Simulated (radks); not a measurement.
Results of a calculation; reference values are marked as such.
The cerium ion Ce4+, configuration [Kr] 4d9 5s2 5p6 4f1 (not the ground configuration).

Code: a radial shooting solver on a logarithmic mesh with Libxc functionals. Model: Dirac Kohn-Sham, exchange-only LDA, spin-unpolarised, spherical densities, finite nucleus; open shells fill j = l - 1/2 first; Fermi nuclear charge, rms radius 4.8771 fm.

Energy parts (hartree):
total: -8846.1329
kinetic: 9492.6347
electron-nucleus: -21471.3117
Hartree: 3328.7138
exchange: -196.1696

Orbitals (lengths in bohr, moments of r in powers of bohr; r(max) is where P^2 peaks; r(90%) holds 90 % of the orbital's charge):
| orbital | occ. | eigenvalue (hartree) | r(max) | <r^2> | <r^4> | r(90%) | small-component weight |
|---|---|---|---|---|---|---|---|
| 1s1/2 | 2 | -1478.698 | 0.01575 | 0.0008221 | 1.781e-06 | 0.0443 | 4.60e-02 |
| 2s1/2 | 2 | -238.2185 | 0.08930 | 0.01302 | 0.0002930 | 0.163 | 9.99e-03 |
| 2p1/2 | 2 | -225.1250 | 0.06799 | 0.009542 | 0.0001841 | 0.145 | 1.00e-02 |
| 2p3/2 | 4 | -208.7354 | 0.07325 | 0.01080 | 0.0002295 | 0.153 | 9.44e-03 |
| 3s1/2 | 2 | -52.64294 | 0.2551 | 0.08883 | 0.01196 | 0.409 | 3.06e-03 |
| 3p1/2 | 2 | -47.08597 | 0.2417 | 0.08363 | 0.01112 | 0.403 | 3.00e-03 |
| 3p3/2 | 4 | -43.86439 | 0.2531 | 0.09118 | 0.01313 | 0.420 | 2.84e-03 |
| 3d3/2 | 4 | -34.11234 | 0.2031 | 0.07457 | 0.01003 | 0.394 | 2.72e-03 |
| 3d5/2 | 6 | -33.41935 | 0.2063 | 0.07671 | 0.01057 | 0.399 | 2.67e-03 |
| 4s1/2 | 2 | -11.94346 | 0.5922 | 0.4549 | 0.3004 | 0.912 | 9.59e-04 |
| 4p1/2 | 2 | -9.87152 | 0.6009 | 0.4841 | 0.3495 | 0.949 | 8.94e-04 |
| 4p3/2 | 4 | -9.16490 | 0.6252 | 0.5246 | 0.4101 | 0.987 | 8.39e-04 |
| 4d3/2 | 4 | -5.74830 | 0.6439 | 0.6161 | 0.6110 | 1.09 | 6.99e-04 |
| 4d5/2 | 5 | -5.62279 | 0.6519 | 0.6318 | 0.6423 | 1.11 | 6.85e-04 |
| 4f5/2 | 1 | -1.74362 | 0.6788 | 1.117 | 2.730 | 1.57 | 4.00e-04 |
| 4f7/2 | 0 | -1.72871 | 0.6829 | 1.132 | 2.804 | 1.58 | 3.95e-04 |
| 5s1/2 | 2 | -2.86374 | 1.337 | 2.366 | 8.025 | 2.07 | 2.37e-04 |
| 5p1/2 | 2 | -2.25405 | 1.444 | 2.854 | 11.92 | 2.29 | 1.99e-04 |
| 5p3/2 | 4 | -2.13202 | 1.504 | 3.091 | 13.95 | 2.38 | 1.85e-04 |
| 5d3/2 | 0 | -1.27271 | 1.857 | 5.042 | 38.62 | 3.09 | 1.16e-04 |
| 5d5/2 | 0 | -1.25741 | 1.879 | 5.153 | 40.28 | 3.12 | 1.14e-04 |
| 5f5/2 | 0 | -0.58195 | 3.238 | 15.35 | 362.0 | 5.43 | 4.56e-05 |
| 5f7/2 | 0 | -0.58077 | 3.249 | 15.44 | 365.8 | 5.45 | 4.55e-05 |
| 6s1/2 | 0 | -1.05154 | 2.935 | 10.61 | 155.4 | 4.34 | 6.74e-05 |
| 6p1/2 | 0 | -0.86937 | 3.281 | 13.33 | 246.7 | 4.87 | 5.65e-05 |
| 6p3/2 | 0 | -0.84018 | 3.394 | 14.18 | 278.9 | 5.02 | 5.39e-05 |

The highest occupied level is 4f5/2 at -47.446 eV. The electron density at the nucleus is 3.814e+05 e/bohr^3. Summed over all electrons, <r^2> = 35.08 bohr^2, which gives a Langevin (diamagnetic) susceptibility term of -27.8 x 10^-6 cm^3/mol. The density falls to 0.001 e/bohr^3 at r = 3.31 bohr.
